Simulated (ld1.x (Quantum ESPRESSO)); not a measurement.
# Debugging a pseudopotential input (Ga (Z = 31), ld1.x (Quantum ESPRESSO) 7.5)

Command:

```bash
ld1.x < Ga.in > Ga.out
```

Input:

```
&input
   title='Ga', zed=31., rel=1, dft='PBE', iswitch=3,
   config='[Ar] 3d10 4s2 4p1 4d-2',
   nld=3, rlderiv=2.25, eminld=-3.0, emaxld=5.0, deld=0.02
 /
 &inputp
   pseudotype=2, tm=.true., lloc=2,
   nlcc=.false.,
   file_pseudopw='Ga.UPF', file_wfcaegen='ae.wfc', file_wfcncgen='nc.wfc', file_beta='beta', file_chi='chi'
 /
4
4S  1  0   2.00   0.00  2.05  2.05  0.0
4P  2  1   1.00   0.00  2.05  2.05  0.0
4D  3  2  -2.00   0.05  1.60  1.60  0.0
 &test
   configts(1)='4s2 4p1'
 /
```

This is an input that runs to its end, with one change: count of waves off by +1. The unchanged file is no sound one. Note: ghost states, extra bound levels that the all-electron valence spectrum of the same l lacks: s at -1020.7 eV, p at -502.2 eV. A true bound ghost makes a file unfit for plane-wave use.

How does the run end?

The program refuses the input: "read_psconfig: reading pseudo wavefunctions configuration".

```
Program LD1 v.7.5

 %%%%%%%%%%%%%%%%%%%%%%%%%%%%%%%%%%%%%%%%%%%%%%%%%%%%%%%%%%%%%%%%%%%%%%%%%%%%%%
     Error in routine read_psconfig (5010):
     reading pseudo wavefunctions configuration
 %%%%%%%%%%%%%%%%%%%%%%%%%%%%%%%%%%%%%%%%%%%%%%%%%%%%%%%%%%%%%%%%%%%%%%%%%%%%%%

     stopping ...
```
